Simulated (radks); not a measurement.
The numbers below are computed, except where a source is named.
The tin anion Sn4-, [Xe], held by a Watson sphere: a shell of charge +4 at radius R that stands for the Madelung well of a crystal (potential energy -4/R inside, -4/r outside, in hartree with lengths in bohr). Code: a radial shooting solver on a logarithmic mesh with Libxc functionals. Model: scalar-relativistic Kohn-Sham, PBEsol, spin-polarised, spherical densities, point nucleus. Response by self-consistent Sternheimer equations with the Hartree and adiabatic LDA kernel, the relativistic mass of each level held fixed and spin-orbit coupling left out. The sphere does not respond.

R (bohr) = 3.14: e(4d) (eV) -24.641; e(5s) (eV) -12.121; e(5p) (eV) -5.996; <r> 5p (bohr) 3.188; sum of <r^2> (bohr^2) 107.9; X-ray form factor at sin(theta)/lambda = 0.2 1/angstrom 39.973; alpha (bohr^3) 79.74
R (bohr) = 3.3: e(4d) (eV) -24.337; e(5s) (eV) -11.684; e(5p) (eV) -5.746; <r> 5p (bohr) 3.275; sum of <r^2> (bohr^2) 112.2; X-ray form factor at sin(theta)/lambda = 0.2 1/angstrom 39.954; alpha (bohr^3) 89.16
R (bohr) = 3.59: e(4d) (eV) -23.927; e(5s) (eV) -10.982; e(5p) (eV) -5.316; <r> 5p (bohr) 3.434; sum of <r^2> (bohr^2) 120.3; X-ray form factor at sin(theta)/lambda = 0.2 1/angstrom 39.947; alpha (bohr^3) 109.2
R (bohr) = 4.08: e(4d) (eV) -23.502; e(5s) (eV) -10.031; e(5p) (eV) -4.665; <r> 5p (bohr) 3.708; sum of <r^2> (bohr^2) 134.9; X-ray form factor at sin(theta)/lambda = 0.2 1/angstrom 39.992; alpha (bohr^3) 153.1
R (bohr) = 5.14: e(4d) (eV) -23.117; e(5s) (eV) -8.767; e(5p) (eV) -3.604; <r> 5p (bohr) 4.317; sum of <r^2> (bohr^2) 170.9; X-ray form factor at sin(theta)/lambda = 0.2 1/angstrom 40.152; alpha (bohr^3) 306.1
